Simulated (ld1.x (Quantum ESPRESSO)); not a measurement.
## antimony: RRKJ pseudisation with PBE, fully relativistic reference atom.

The input file (ld1.x (Quantum ESPRESSO) 7.5):

```
&input
   title='Sb', zed=51., rel=2, dft='PBE', iswitch=3,
   config='[Kr] 4d10 5s2 5p3 5d-2', rel_dist='average',
   nld=5, rlderiv=2.15, eminld=-3.0, emaxld=5.0, deld=0.02
 /
 &inputp
   pseudotype=2, tm=.false., lloc=2,
   nlcc=.false.,
   file_pseudopw='Sb.UPF', file_wfcaegen='ae.wfc', file_wfcncgen='nc.wfc', file_beta='beta', file_chi='chi'
 /
3
5S  1  0   2.00   0.00  1.90  1.90  0.0
5P  2  1   3.00   0.00  1.85  1.85  0.0
5D  3  2  -2.00  -0.05  1.95  1.95  0.0
 &test
   configts(1)='5s2 5p3'
 /
```

Command:

```bash
ld1.x < Sb.in > Sb.out
```

The program printed (shortened: banner, matrices, multipoles, cross overlaps and the repeated all-electron block are left out):

```
[... start of the log left out ...]
     s(4P/4P) =  1.000000  <r> =   0.8325  <r2> =    0.7915  r(max) =   0.7450
     s(4P/4P) =  1.000000  <r> =   0.8617  <r2> =    0.8479  r(max) =   0.7735
     s(3D/3D) =  1.000000  <r> =   0.3033  <r2> =    0.1092  r(max) =   0.2419
     s(3D/3D) =  1.000000  <r> =   0.3069  <r2> =    0.1117  r(max) =   0.2449
     s(4D/4D) =  1.000000  <r> =   1.0227  <r2> =    1.2362  r(max) =   0.8442
     s(4D/4D) =  1.000000  <r> =   1.0360  <r2> =    1.2692  r(max) =   0.8549
     s(5S/5S) =  1.000000  <r> =   2.2274  <r2> =    5.6528  r(max) =   1.9025
     s(5P/5P) =  1.000000  <r> =   2.8244  <r2> =    9.2941  r(max) =   2.2664
     s(5P/5P) =  1.000000  <r> =   2.9664  <r2> =   10.2679  r(max) =   2.3826

     ------------------------ End of All-electron run ------------------------

     --------------------- Generating NC pseudopotential ---------------------

      Generating local pot.: lloc=2, j= 1.50, matching radius rcloc =   1.9500

      Generating local pot.: lloc=2, j= 2.50, matching radius rcloc =   1.9500

     Fully relativistic calculation: |psi|^2

     Wfc 5S LC norm =  0.99991484 SC norm =  0.00008053 missing  0.00000463

     Wfc 5P LC norm =  0.99994811 SC norm =  0.00005153 missing  0.00000036

     Wfc 5P LC norm =  0.99995309 SC norm =  0.00003965 missing  0.00000725

      Wfc   5S  rcut= 1.903  Estimated cut-off energy=       34.10 Ry
     l=   0 Node at 0.68261407
      This function has    1 nodes for 0 < r <    1.903

 %%%%%%%%%%%%%%%%%%%%%%%%%%%%%%%%%%%%%%%%%%%%%%%%%%%%%%%%%%%%%%%%%%%%%%%%%%%%%%
     Error in routine compute_phi (1):
     phi has nodes before r_c
 %%%%%%%%%%%%%%%%%%%%%%%%%%%%%%%%%%%%%%%%%%%%%%%%%%%%%%%%%%%%%%%%%%%%%%%%%%%%%%

     stopping ...
```

The run stopped because the RRKJ expansion in Bessel functions gave a pseudo-wave with a node inside its radius.

The run took about 0.14 s on one core of a shared server CPU.
